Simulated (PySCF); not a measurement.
A structure optimised at PBE-D3(BJ)/def2-SVP, used in a PySCF frequency run:

```xyz
11

Si     0.5158     0.7908    -0.1767
Cl     1.2766    -1.0544     0.4545
C     -1.2423     0.5478    -0.8128
C     -2.2109    -0.0499     0.2156
H      0.5442     1.7188     1.0058
H      1.4177     1.3208    -1.2552
H     -1.5934     1.5441    -1.1655
H     -1.1811    -0.0917    -1.7203
H     -2.3159     0.6046     1.1055
H     -3.2238    -0.1943    -0.2122
H     -1.8524    -1.0364     0.5732
```
Charge 0, spin multiplicity 1.

Q: Write its SMILES and formula.

A: CC[SiH2]Cl, C2H7ClSi

Q: What are its rotational constants (standard atomic weights)?

A: 6.9242, 2.5281, 2.0249 GHz
